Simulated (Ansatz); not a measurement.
Two spin states of TeF, each at its own minimum; 2S+1 = 2, 4 were tried, and our sources give no spin for the ground state. No spin–orbit coupling.

Each state is the lowest solution found for its spin in def2 and cc sets.

Correlated levels freeze the inner cores; with def2 sets outer-core shells near the valence are correlated too.

Codes used: Ansatz (Gaussian orbitals). Values without a source in brackets are computed. In def2 rows elements past Kr take small-core potentials, without spin–orbit coupling.

### Question
Estimate the energy of the multiplicity-4 state above the multiplicity-2 state that wB97X-V/def2-TZVPP returns for this input.

### Answer
1.57 eV

### Question
Estimate the energy of the multiplicity-4 state above the multiplicity-2 state that CCSD(T)/def2-TZVPP returns for this input.

### Answer
1.33 eV

### Question
Give the energy of the multiplicity-4 state above the multiplicity-2 state at the level PBE0/def2-TZVPP.

### Answer
1.27 eV

Ansatz is a program for electronic structure.
